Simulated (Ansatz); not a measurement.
Reaction (ligand exchange at the Hf–O bond): `[OH][Hf]([F])([F])[F]` + `N=C=O` → `O=C=[N][Hf]([F])([F])[F]` + H₂O

Computed with Ansatz on PBE0-D4/def2-TZVP structures; ΔE is electronic, products minus reactants. CCSD(T)/CBS adds triple-zeta CCSD(T) − MP2 to the extrapolated MP2 energy (def2 sets, frozen cores). This one scheme is used for every species. Functionals use def2-TZVPP. B3LYP here is the variant with VWN-RPA as its local correlation; programs differ in this. HSE06 is defined as in plane-wave codes. def2 core potentials past Kr. For Hf outer-core shells are correlated without core-valence functions, which leaves a few kJ/mol of doubt a bond. One conformer a species, not always the lowest.

| level | ΔE (kJ/mol) | difference from CCSD(T)/CBS |
| --- | --- | --- |
| LDA (SPW92) | 10.5 | 12.0 |
| PBE-D4 | 3.6 | 5.1 |
| revPBE-D4 | 1.0 | 2.5 |
| BLYP-D4 | 4.8 | 6.3 |
| r2SCAN-D4 | 3.5 | 5.0 |
| B97M-V | -0.3 | 1.2 |
| PBE0-D4 | -0.1 | 1.4 |
| B3LYP-D4 | 2.4 | 3.9 |
| r2SCANh-D4 | 2.2 | 3.7 |
| r2SCAN0-D4 | 0.5 | 2.0 |
| HSE06-D4 | -0.5 | 1.0 |
| BHLYP-D4 | -1.3 | 0.2 |
| ωB97X-V | 4.8 | 6.3 |
| ωB97M-V | 4.1 | 5.6 |
| B2PLYP | 2.6 | 4.1 |
| PBE-QIDH | -1.9 | -0.4 |
| PBE | 5.3 | 6.8 |
| revPBE | 3.5 | 5.0 |
| BLYP | 7.9 | 9.4 |
| PBE0 | 1.6 | 3.1 |
| B3LYP | 5.1 | 6.6 |
| r2SCANh | 2.9 | 4.4 |
| r2SCAN0 | 1.2 | 2.7 |
| BHLYP | 1.5 | 3.0 |
| CAM-B3LYP | 8.3 | 9.8 |
| LC-ωPBE | 8.5 | 10.0 |
| RPA@PBE/def2-TZVPP | -2.8 | -1.3 |
| HF/def2-SVP | -2.7 | -1.2 |
| MP2/def2-SVP | 7.3 | 8.8 |
| CCSD/def2-SVP | 6.6 | 8.1 |
| HF/def2-TZVPP | -6.1 | -4.6 |
| MP2/def2-TZVPP | -3.4 | -1.9 |
| SCS-MP2/def2-TZVPP | -2.1 | -0.6 |
| CCSD(T)/def2-TZVPP | -2.8 | -1.3 |
| HF/def2-QZVPP | -6.5 | -5.0 |
| MP2/def2-QZVPP | -2.8 | -1.3 |
| SCS-MP2/def2-QZVPP | -1.6 | -0.1 |
| HF/CBS(def2) | -6.6 | -5.1 |
| MP2/CBS(def2) | -2.2 | -0.7 |
| CCSD/CBS(def2) | -1.4 | 0.1 |
| CCSD(T)/CBS | -1.5 | 0 |

Largest T1 diagnostic among the species: 0.018.

From BLYP to BHLYP (50 % exact exchange), in def2-TZVPP and without D4, ΔE moves by −6.4 kJ/mol. At CCSD(T), def2-SVP lies +8.5 kJ/mol from the extrapolated value and def2-TZVPP −1.3 kJ/mol. Leaving LDA and LC-ωPBE aside and taking each functional with its dispersion term where it has one, the values, not all of them listed here, spread over 8.4 kJ/mol, from PBE-QIDH to CAM-B3LYP-D4. LDA lies +5.2 kJ/mol from PBE without D4.
